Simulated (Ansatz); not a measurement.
## Ligand exchange: C2H6Se + C3H10OSi2 → C2H8SeSi + C3H8OSi

Species: C2H6Se `CC[SeH]`, singlet; C3H10OSi2 `C=C[SiH](C)O[SiH3]`, singlet; C2H8SeSi `CC[Se][SiH3]`, singlet; C3H8OSi `C=C[SiH](C)O`, singlet. The partners trade H for SiH3: Se–H and O–SiH3 bonds give way to Se–SiH3 and O–H.

Shapes, held fixed at every level: PBE0-D4/def2-TZVP. Flexible molecules stand in one conformer, not always the lowest. Programs: Ansatz 0.2.0. The zero-point and thermal change to 298 K, harmonic and unscaled (PBE0-D4/def2-TZVP), is +5.2 kJ/mol.

(1) Estimate ΔH(298 K) of this reaction.

## Answers

(1) The highest level, CCSD(T)/def2-TZVPP, gives ΔH(298 K) = +56.1 kJ/mol; the levels span +38.6 to +74.0. The column of differences is taken from that level and isn't an error. No measured value is set beside it here. Relativity is left out for Se unless named. Correlated rows may include outer-core shells of Se, which these sets cover unevenly.

| level | kind | ΔH(298 K) (kJ/mol) | less CCSD(T)/def2-TZVPP |
| --- | --- | --- | --- |
| HF/def2-TZVPP | Hartree–Fock | +74.0 | +17.9 |
| PBE-D4/def2-TZVPP | GGA | +38.6 | -17.5 |
| r2SCAN-D4/def2-TZVPP | meta-GGA | +50.3 | -5.8 |
| r2SCAN0-D4/def2-TZVPP | global hybrid | +51.9 | -4.2 |
| MP2/def2-SVP | perturbation theory | +54.3 | -1.8 |
| CCSD(T)/def2-SVP | coupled cluster or CI | +57.3 | +1.2 |
| CCSD/def2-SVP | coupled cluster or CI | +59.4 | +3.3 |
| CCSD(T)/def2-TZVPP | coupled cluster or CI | +56.1 | 0.0 |
